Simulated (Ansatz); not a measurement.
C3H12ClGeN3, SMILES `C[NH][Ge]([Cl])([NH]C)[NH]C` at its PBE0-D4/def2-TZVP geometry, where that method's forces vanish. Total charge 0; spin multiplicity 1.

```json
{"atom": "C1", "x (Å)": "-1.491", "y (Å)": "-1.549", "z (Å)": "1.586"}
{"atom": "N2", "x (Å)": "-0.909", "y (Å)": "-0.291", "z (Å)": "1.165"}
{"atom": "Ge3", "x (Å)": "0.551", "y (Å)": "-0.225", "z (Å)": "0.098"}
{"atom": "Cl4", "x (Å)": "2.119", "y (Å)": "-1.327", "z (Å)": "1.117"}
{"atom": "N5", "x (Å)": "0.412", "y (Å)": "-1.099", "z (Å)": "-1.486"}
{"atom": "C6", "x (Å)": "-0.485", "y (Å)": "-0.644", "z (Å)": "-2.527"}
{"atom": "N7", "x (Å)": "0.905", "y (Å)": "1.544", "z (Å)": "-0.105"}
{"atom": "C8", "x (Å)": "1.175", "y (Å)": "2.385", "z (Å)": "1.049"}
{"atom": "H9", "x (Å)": "-0.695", "y (Å)": "-2.230", "z (Å)": "1.895"}
{"atom": "H10", "x (Å)": "-2.075", "y (Å)": "-2.055", "z (Å)": "0.806"}
{"atom": "H11", "x (Å)": "-2.138", "y (Å)": "-1.395", "z (Å)": "2.454"}
{"atom": "H12", "x (Å)": "-1.589", "y (Å)": "0.427", "z (Å)": "0.962"}
{"atom": "H13", "x (Å)": "1.257", "y (Å)": "-1.535", "z (Å)": "-1.818"}
{"atom": "H14", "x (Å)": "-1.415", "y (Å)": "-0.285", "z (Å)": "-2.078"}
{"atom": "H15", "x (Å)": "-0.086", "y (Å)": "0.171", "z (Å)": "-3.146"}
{"atom": "H16", "x (Å)": "-0.752", "y (Å)": "-1.473", "z (Å)": "-3.190"}
{"atom": "H17", "x (Å)": "1.528", "y (Å)": "1.735", "z (Å)": "-0.876"}
{"atom": "H18", "x (Å)": "0.482", "y (Å)": "2.131", "z (Å)": "1.852"}
{"atom": "H19", "x (Å)": "2.192", "y (Å)": "2.277", "z (Å)": "1.444"}
{"atom": "H20", "x (Å)": "1.016", "y (Å)": "3.438", "z (Å)": "0.796"}
```

Q: For each bond, give half the difference of the two atoms' forces along it (eV/Å; positive pushes the atoms apart) under PBE-D4, r2SCAN-D4, B3LYP-D4, ωB97M-V in def2-TZVPP. (Best estimate.)

A: Computed: 
```csv
bond,length (Å),PBE-D4,r2SCAN-D4,B3LYP-D4,ωB97M-V
C1–N2,1.448,0.03,0.21,0.22,0.30
C1–H9,1.092,0.10,-0.05,-0.09,-0.09
C1–H11,1.094,0.10,-0.05,-0.09,-0.11
N2–Ge3,1.810,0.12,-0.03,0.05,-0.07
N2–H12,1.009,0.17,-0.01,-0.11,-0.09
Ge3–Cl4,2.170,0.14,0.03,0.16,-0.01
Ge3–N5,1.814,0.07,-0.03,0.04,-0.05
N5–C6,1.447,0.01,0.20,0.22,0.31
N5–H13,1.008,0.18,-0.01,-0.10,-0.09
C6–H16,1.094,0.11,-0.04,-0.09,-0.12
N7–C8,1.453,0.02,0.21,0.23,0.30
N7–H17,1.010,0.21,0.01,-0.10,-0.09
C8–H18,1.091,0.10,-0.05,-0.09,-0.09
C8–H19,1.097,0.10,-0.05,-0.07,-0.11
```

B3LYP here is the variant with VWN-RPA as its local correlation; programs differ in this.
